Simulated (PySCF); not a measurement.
## Exercise with solution: entropy of an ideal gas

Ga(H)(Cl)(OH) (ClGaH2O), SMILES [OH][GaH][Cl].

Coordinates come from a PBE0-D3(BJ)/def2-TZVP optimisation. Other conformers were not sampled.

PySCF with PBE0-D3(BJ)/def2-TZVP gives the harmonic wavenumbers 170, 362, 429, 466, 590, 714, 842, 2042, 3899 cm⁻¹ and the rotational temperatures 0.7624, 0.1615, 0.1333 K. The molar mass is 123.19 g/mol, the symmetry number 1, the spin multiplicity 1.

### Question
Work out the entropy at 298.15 K and 1 atm in the rigid-rotor, harmonic-oscillator model.

### Answer

Translation (Sackur–Tetrode at 1 atm): S = R[1.5 ln M + 2.5 ln T − 1.16487] = 168.8 J/(mol K).
Rotation: q = (√π/σ) T^1.5/√(θA θB θC) = 71200, S = R[ln q + 3/2] = 105.4 J/(mol K).
Vibration: with u = 1.4388 ν/T, each mode gives R[u/(e^u − 1) − ln(1 − e^−u)]:
| ν (cm⁻¹) | modes | u | S (J/(mol K)) |
|---|---|---|---|
| 170 | 1 | 0.82 | 10.19 |
| 362 | 1 | 1.75 | 4.66 |
| 429 | 1 | 2.07 | 3.61 |
| 466 | 1 | 2.25 | 3.13 |
| 590 | 1 | 2.85 | 1.95 |
| 714 | 1 | 3.45 | 1.21 |
| 842 | 1 | 4.06 | 0.74 |
The stiffer modes add less than 0.005 each. Sum 25.5 J/(mol K).
Spin: R ln 1 = 0.0 J/(mol K).
Total 299.7 J/(mol K); the program's own thermochemistry gives 299.7. Translation makes up 56 % and vibration 9 %. Anharmonicity, hindered rotation and orbital degeneracy are left out.
